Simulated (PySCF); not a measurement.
Assignment exercise: C₁₁H₁₂

Structure with atom numbers: `[CH2:1]=[CH:2][c:3]1[cH:4][cH:5][cH:6][c:7]([C:8](=[CH2:9])[CH3:10])[cH:11]1`. Hydrogens are named by the atom that carries them. Ha(C1) is cis to C3; Ha(C9) is cis to C7; Hb(C1) is trans to C3; Hb(C9) is trans to C7.

No solvent, fast rotation and ring inversion assumed for equivalent nuclei, one conformer, non-relativistic. Geometry: PBE0-D3(BJ)/def2-SVP; σ from GIAO-CAM-B3LYP/pcSseg-1; couplings computed with B3LYP/pcJ-1 (without the spin–dipole term); PySCF 2.14.

δ = σ(ref) − σ, references computed at the same level: TMS for 13C (σ = 182.45 ppm), 1H (σ = 31.33 ppm).

Task: Assign these signals to the numbered atoms. 13C{1H} NMR (computed): δ 156.7, 150.9, 148.2, 145.0, 138.6, 137.2, 133.7, 128.9, 122.4, 121.0, 23.5.

Result: 
156.7 → C8, fully substituted alkene carbon: the olefinic region
150.9 → C7, substituted aromatic carbon
148.2 → C2, alkene CH: as expected for a trigonal carbon in a double bond
145.0 → C3, substituted aromatic carbon
138.6 → C4, aromatic CH: the aromatic region
137.2 → C5, aromatic CH
133.7 → C6, aromatic CH
128.9 → C11, aromatic CH
122.4 → C9, terminal =CH2 carbon: the olefinic region
121.0 → C1, terminal =CH2 carbon
23.5 → C10, allylic methyl carbon: a saturated carbon with 1 carbon neighbour and no heteroatom attached

C4 and C5; C9 and C1 lie closer than the usual error of such a calculation, so a measured spectrum could show them in the other order.

Task: Assign these signals to the numbered atoms. 1H NMR (600 MHz, computed): δ 8.10 (t, J = 1.5 Hz, 1H), 7.35 (t, J = 8.6 Hz, 1H), 7.23 (dd, J = 8.8, 1.6 Hz, 1H), 7.04 (dd, J = 8.4, 1.5 Hz, 1H), 6.61 (dd, J = 19.0, 12.4 Hz, 1H), 6.23 (d, J = 19.0 Hz, 1H), 5.63 (quint, J = 1.5 Hz, 1H), 5.51 (d, J = 12.4 Hz, 1H), 5.37 (quint, J = 2.0 Hz, 1H), 2.14 (t, J = 1.7 Hz, 3H).

Result: 
| δ (ppm) | atoms | environment | reason |
| --- | --- | --- | --- |
| 8.10 | H(C11) | hydrogen on an aromatic CH | the ring current deshields protons in the ring plane |
| 7.35 | H(C5) | hydrogen on an aromatic CH | – |
| 7.23 | H(C6) | hydrogen on an aromatic CH | – |
| 7.04 | H(C4) | hydrogen on an aromatic CH | – |
| 6.61 | H(C2) | hydrogen on an alkene CH | a vinylic proton, deshielded by the sp2 carbon and the C=C anisotropy |
| 6.23 | Ha(C1) | hydrogen on a terminal =CH2 carbon | olefinic region |
| 5.63 | Ha(C9) | hydrogen on a terminal =CH2 carbon | – |
| 5.51 | Hb(C1) | hydrogen on a terminal =CH2 carbon | – |
| 5.37 | Hb(C9) | hydrogen on a terminal =CH2 carbon | – |
| 2.14 | H(C10) | hydrogen on an allylic methyl carbon | allylic position |

H(C5) and H(C6) lie closer than the usual error of such a calculation, so a measured spectrum could show them in the other order.

Splittings below 1 Hz are ignored in the labels, and close J values are merged. Unscaled 3J(H,H) at this level run about 10 % above measured values. Shifts are as computed, not scaled to solution data. Of 1328 compounds with measured shifts, 309 miss one by over three times the rms of a fit or turn the order of signals round; such compounds aren't used in these exercises. Signals without a measured value on file couldn't be tested in this way.
